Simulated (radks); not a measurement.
The numbers below are computed, except where a source is named.
All-electron atom: I in [Kr] 4d10 5s2 5p5. Level of theory: scalar-relativistic Kohn-Sham, LDA (Slater exchange, Perdew-Wang correlation), spin-polarised, spherical densities, finite nucleus; open shells are filled with parallel spins first (spin-orbit coupling, left out, can overturn this in heavy ions); Fermi nuclear charge, rms radius 4.75 fm; hard spherical wall at 10 bohr (a radial shooting solver on a logarithmic mesh with Libxc functionals).

Local quantities along the radius. ELF = 1/(1 + alpha^2) is the electron localisation function; alpha = (tau - tau_W)/tau_unif compares the Pauli kinetic energy density with that of the uniform gas (summed over spins). tau is taken from the large components.

```
   r/bohr * ELF (the largest magnitude, 0.999, reaches the edge; | marks zero)
  0.00266 |                                                      *
 0.003548 |                                                      *
  0.00477 |                                                      *
 0.006413 |                                                      *
 0.008622 |                                                      *
   0.0115 |                                                     *
  0.01546 |                                                    *
  0.02079 |                                               *
  0.02795 |                               *
  0.03758 |                 *
  0.05012 |                     *
  0.06738 |                                    *
  0.09059 |                                        *
   0.1218 |                           *
   0.1624 |                 *
   0.2184 |                                 *
   0.2936 |                                         *
   0.3948 |                     *
   0.5265 |             *
   0.7079 |                                        *
   0.9518 |                                    *
     1.28 |                *
    1.707 |                     *
    2.295 |                                         *
    3.085 |                                      *
    4.148 |                   *
    5.532 |  *
    7.438 *
```

On this mesh the ELF has minima near r = 0.043, 0.16, 0.46, 1.5 bohr, which separate the shells, and maxima near 0.091 (0.75), 0.29 (0.76), 0.82 (0.76), 2.7 (0.77).

Self-consistent cycle (total energy in hartree, residual of the potential): 1: -7110.155702, 2e+00; 2: -7110.275684, 1e+00; 3: -7110.381138, 7e-02; 4: -7110.384361, 1e-02; 5: -7110.384281, 2e-03; 6: -7110.384248, 8e-04; 7: -7110.384215, 5e-04; 8: -7110.384217, 2e-05; 9: -7110.384217, 3e-06; 10: -7110.384217, 5e-08; 11: -7110.384217, 2e-08; 12: -7110.384217, 2e-09.
